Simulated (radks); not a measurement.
Results of a calculation; reference values are marked as such.
Re+, configuration [Xe] 4f14 5d5 6s1 (the NIST ground configuration). Level of theory: Dirac Kohn-Sham, LDA (Slater exchange, Perdew-Wang correlation), spin-unpolarised, spherical densities, finite nucleus; open shells are shared between the two j in proportion to 2j + 1; Fermi nuclear charge, rms radius 5.3698 fm (a radial shooting solver on a logarithmic mesh with Libxc functionals).

Unscreened Slater integrals over Kohn-Sham orbitals (cm^-1). Large and small components are both included.

| integral | value |
|---|---|
| F0(5d5/2,5d5/2) | 106040 |
| F2(5d5/2,5d5/2) | 53744 |
| F4(5d5/2,5d5/2) | 35036 |
| F0(5d5/2,6s1/2) | 80102 |
| G2(5d5/2,6s1/2) | 23560 |
| F0(5d5/2,5d3/2) | 108010 |
| F2(5d5/2,5d3/2) | 54751 |
| G2(5d5/2,5d3/2) | 54692 |
| G4(5d5/2,5d3/2) | 35685 |
| F0(5d5/2,4f7/2) | 139640 |
| F2(5d5/2,4f7/2) | 30266 |
| F4(5d5/2,4f7/2) | 13884 |
| G1(5d5/2,4f7/2) | 10910 |
| G3(5d5/2,4f7/2) | 9638.3 |
| G5(5d5/2,4f7/2) | 7542.5 |
| F0(6s1/2,6s1/2) | 69443 |
| F0(6s1/2,5d3/2) | 80810 |
| G2(6s1/2,5d3/2) | 22072 |
| F0(6s1/2,4f7/2) | 91118 |
| G3(6s1/2,4f7/2) | 2629.1 |
| F0(5d3/2,5d3/2) | 110090 |
| F2(5d3/2,5d3/2) | 55914 |
| F0(5d3/2,4f7/2) | 144380 |
| F2(5d3/2,4f7/2) | 32522 |
| G3(5d3/2,4f7/2) | 10636 |
| G5(5d3/2,4f7/2) | 8298.1 |
| F0(4f7/2,4f7/2) | 345650 |
| F2(4f7/2,4f7/2) | 167860 |
| F4(4f7/2,4f7/2) | 106060 |
| F6(4f7/2,4f7/2) | 76515 |
